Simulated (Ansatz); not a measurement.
`CB[SiH2]SC` and `CS[SiH2]S` differ in one atom or group.

Ansatz, PBE0-D4/def2-TZVP geometries, multiplicity 1. Each molecule was computed in one conformer, which needn't be the lowest.

| property | `CB[SiH2]SC` |
| --- | --- |
| zero-point energy (PBE0-D4/def2-TZVP) / kJ/mol | 274.2 |
| LUMO energy (PBE/def2-TZVPP) / eV | -2.84 |
| HOMO–LUMO gap (ωB97M-V/def2-TZVPP) / eV | 9.03 |
| HOMO–LUMO gap (PBE/def2-TZVPP) / eV | 2.71 |
| size of the dipole moment (PBE/def2-TZVPP) / D | 0.18 |
| HOMO energy (PBE/def2-TZVPP) / eV | -5.54 |

(1) What does the change do to each property? (Best estimate.)

Answers

(1) Ansatz gave: 
```json
{"property": "zero-point energy (PBE0-D4/def2-TZVP) / kJ/mol", "`CS[SiH2]S`": "174.1", "shift": "-100.1"}
{"property": "LUMO energy (PBE/def2-TZVPP) / eV", "`CS[SiH2]S`": "-0.90", "shift": "1.94"}
{"property": "HOMO–LUMO gap (ωB97M-V/def2-TZVPP) / eV", "`CS[SiH2]S`": "11.13", "shift": "2.10"}
{"property": "HOMO–LUMO gap (PBE/def2-TZVPP) / eV", "`CS[SiH2]S`": "4.98", "shift": "2.27"}
{"property": "size of the dipole moment (PBE/def2-TZVPP) / D", "`CS[SiH2]S`": "0.93", "shift": "0.75"}
{"property": "HOMO energy (PBE/def2-TZVPP) / eV", "`CS[SiH2]S`": "-5.88", "shift": "-0.34"}
```

With PBE0 the HOMO falls by 0.33 eV and the LUMO rises by 1.89 eV, so the gap widens by about 2.22 eV. PBE moves the HOMO by -0.34 eV and ωB97M-V by -0.30 eV. The zero-point energy changes by -100.1 kJ/mol with -12 modes. Dipoles are sizes alone; their direction can turn.
